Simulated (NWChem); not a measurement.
## Basis-set dependence for germanium monoxide (GeO)

```
Ge
O 1 1.6486
```
Charge 0, spin multiplicity 1.

Program: NWChem. All single points use one geometry, from PBE/def2-SVP, a minimum by its harmonic frequencies.

Hartree-Fock energies in Ha, correlation energies in mHa.

The Hamiltonian is non-relativistic. The correlated methods keep 10 core orbitals frozen. No row is a measurement; the coupled-cluster row has its own basis-set and correlation limits.

```json
[
 {"basis": "3-21G", "functions": "31", "RHF": "-2139.77875", "MP2": "-212.8", "SCS-MP2": "-203.7", "CCSD": "-197.2", "CCSD+T(CCSD)": "-218.9", "CCSD(T)": "-212.4", "CR-CCSD[T]": "-213.8", "CR-CCSD(T)": "-209.0"},
 {"basis": "def2-SVP", "functions": "46", "RHF": "-2149.88494", "MP2": "-416.8", "SCS-MP2": "-391.3", "CCSD": "-403.8", "CCSD+T(CCSD)": "-428.0", "CCSD(T)": "-422.3", "CR-CCSD[T]": "-422.1", "CR-CCSD(T)": "-418.0"},
 {"basis": "def2-TZVP", "functions": "79", "RHF": "-2150.24994", "MP2": "-479.3", "SCS-MP2": "-454.5", "CCSD": "-464.4", "CCSD+T(CCSD)": "-494.4", "CCSD(T)": "-489.5", "CR-CCSD[T]": "-487.3", "CR-CCSD(T)": "-483.7"},
 {"basis": "def2-QZVP", "functions": "132", "RHF": "-2150.29591", "MP2": "-555.1", "SCS-MP2": "-526.5", "CCSD": "not run", "CCSD+T(CCSD)": "not run", "CCSD(T)": "not run", "CR-CCSD[T]": "not run", "CR-CCSD(T)": "not run"}
]
```

From def2-TZVP to def2-QZVP the Hartree-Fock energy moves by -46.0 mHa and the MP2 correlation energy by -75.8 mHa, which is 14 % of its value in the larger set.
